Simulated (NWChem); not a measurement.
**Correlation energy of FNa**

```xyz
2

Na     0.0000     0.0000    -0.8497
F      0.0000     0.0000     1.0385
```
Charge 0, spin multiplicity 1.

Everything below was run with NWChem. All single points use one geometry, from PBE0/def2-SVP, a minimum by its harmonic frequencies.

Basis set: 3-21G. Each correlation energy counts from its own Hartree-Fock reference.

The correlated methods keep 2 core orbitals frozen. The structure started from a generated list of species. Coupled-cluster values serve here as a point of comparison, not as the truth.

Question: One of these methods gave a correlation energy of -128.6 mHa. Which?
A) SCS-MP2
B) CCSD(T)
C) MP2
D) CCSD+T(CCSD)

Answer: C, MP2. The others give -123.7 (SCS-MP2), -132.2 (CCSD+T(CCSD)), -130.7 (CCSD(T)).
